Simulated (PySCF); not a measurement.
KCl, SMILES [Cl][K]. Atoms are numbered in the order given.

```xyz
2

K      0.0000     0.0000    -1.2723
Cl     0.0000     0.0000     1.4220
```

Coordinates come from a PBE0-D3(BJ)/def2-TZVPD optimisation.

Calculation: C-PCM-ωB97X/def2-TZVPD in PySCF.

The values are the electrostatic part of the solvation free energy, E(continuum) − E(gas) at the gas-phase geometry, in a cavity of scaled van der Waals radii (PySCF's table); cavitation and dispersion terms are not included. A continuum can't describe solvent molecules that bind to the metal. In vacuum the orbital gap is 8.33 eV. The dipole moment in vacuum is 10.57 D.

Computed values in water (ε = 78.36), dimethylsulfoxide (ε = 46.83), ethylethanoate (ε = 5.99):
```csv
solvent,ε,ΔG(elec) (kcal/mol),dipole (D),gap (eV)
water,78.36,-20.2,11.90,10.61
dimethylsulfoxide,46.83,-20.0,11.89,10.59
ethylethanoate,5.99,-16.7,11.67,10.24
```
